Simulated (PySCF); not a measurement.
Species: C₄H₁₁Si₂ (doublet state).
Numbering: `[CH2:1]=[C:2][SiH2:3][CH2:4][CH2:5][SiH3:6]` (hydrogens: H7, H8 on C1; H9, H10 on Si3; H11, H12 on C4; H13, H14 on C5; H15, H16, H17 on Si6)

Structure used (GFN2-xTB), in Å, numbered top down from 1:
```
atom  x, y, z in Å
C1     2.8039    0.4364    0.8232
C2     2.1046    0.1310   -0.2183
Si3    0.7764    0.2060   -1.4767
C4    -0.5177   -1.1006   -0.9801
C5    -0.9870   -1.0369    0.4734
Si6   -1.9864    0.5108    0.9362
H7     2.6034    1.2993    1.4567
H8     3.6568   -0.1501    1.1506
H9     1.3643   -0.1524   -2.7765
H10    0.1358    1.5276   -1.5999
H11   -1.3839   -1.0130   -1.6397
H12   -0.0954   -2.0920   -1.1682
H13   -1.6048   -1.9167    0.6820
H14   -0.1172   -1.1173    1.1305
H15   -2.5492    0.3199    2.2762
H16   -1.1308    1.6995    0.9423
H17   -3.0798    0.7003   -0.0216
```

The hyperfine couplings belong to this conformer and change with its torsions.

Method: PySCF 2.14.0, UKS B3LYP, pcH-1 on C H Si, non-relativistic, mean-field spin-orbit, GIAO. Isolated species at its GFN2-xTB geometry (one conformer only). A GFN2-xTB geometry isn't a minimum of the functional, and hyperfine couplings can be far from their values at a DFT geometry. The SCF solution wasn't tested for stability.

Problem. Predict the first-order ENDOR lines of H7, H8, H9/H10 and H11/H12 under fast tumbling at B = 349.6 mT (X band).

Solution. For S = 1/2 in fast tumbling each set of equivalent nuclei gives two lines, ν± = |νn ± a/2| to first order, with νn = g_N μN B/h and μN/h = 7.62259 MHz/T.

| nuclei | isotope | g_N | νn (MHz) | a_iso (MHz) | lower line (MHz) | upper line (MHz) |
| --- | --- | --- | --- | --- | --- | --- |
| H7 | 1H | 5.5857 | 14.89 | 190.73 | 80.48 | 110.25 |
| H8 | 1H | 5.5857 | 14.89 | 162.88 | 66.55 | 96.32 |
| H9/H10 | 1H | 5.5857 | 14.89 | 59.64 | 14.94 | 44.71 |
| H11/H12 | 1H | 5.5857 | 14.89 | -0.80 | 14.49 | 15.28 |

Problem. Which pairs are centred on the nuclear Larmor frequency, and which on half the coupling?

Solution. Centred on νn, since |a| < 2νn: H11/H12. Centred on |a|/2 and split by 2νn: H7, H8 and H9/H10.

Problem. At what field would the lower line of H8 fall to zero frequency?

Solution. Where νn = |a|/2, that is B = 81.44 MHz/(5.5857 × 7.62259 MHz/T) = 1910 mT, as far as first order holds there.

Means are taken over nuclei equivalent by connectivity, which assumes that they swap fast. The 1H value of +59.6 MHz is a mean of couplings from 29.2 to 90.1 MHz in this one geometry, not an average over conformers.
